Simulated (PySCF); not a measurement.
A structure optimised at PBE-D3(BJ)/def2-SVP, used in a PySCF frequency run:

```xyz
9

Si    -2.3083    -0.5199     0.4645
O     -0.8177     0.0392     1.0386
Si     0.6789     0.3707     0.4305
Cl     0.4946     1.5485    -1.2632
Cl     1.6282    -1.3875    -0.1034
H     -2.0971    -1.4254    -0.7158
H     -3.1574     0.6513     0.0656
H     -2.9600    -1.2707     1.5854
H      1.4799     1.0822     1.4594
```
Charge 0, spin multiplicity 1.

Write its SMILES and formula.

[SiH3]O[SiH](Cl)Cl, Cl2H4OSi2

What are its rotational constants (standard atomic weights)?

2.0945, 1.4030, 0.96955 GHz
